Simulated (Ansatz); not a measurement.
```xyz
2

Cr    0.0000    0.0000    0.0000
Cu    0.0000    0.0000    5.7500
```

Basis set: pcseg-2 (spherical functions). Some runs use density fitting. Charge 0, multiplicity 6.

Computed with Ansatz (development build ahead of 0.2.0); each method stands on the lowest determinant of its kind that the runs found.

(1) Give the atomization energy at this shape (free ground-state atoms in the same class of orbitals less the molecule, no zero-point energy) of sextet CrCu by PBE0 (unrestricted), PBE (unrestricted).

Results:

(1)

| method | atomization energy |
| --- | --- |
| PBE0 (unrestricted) | 0.22 kcal/mol |
| PBE (unrestricted) | 0.49 kcal/mol |

Caution: charge can spread falsely over distant fragments; other spin multiplicities were not run; the shape is not the minimum; the unrestricted determinant is a mixture of spin states.
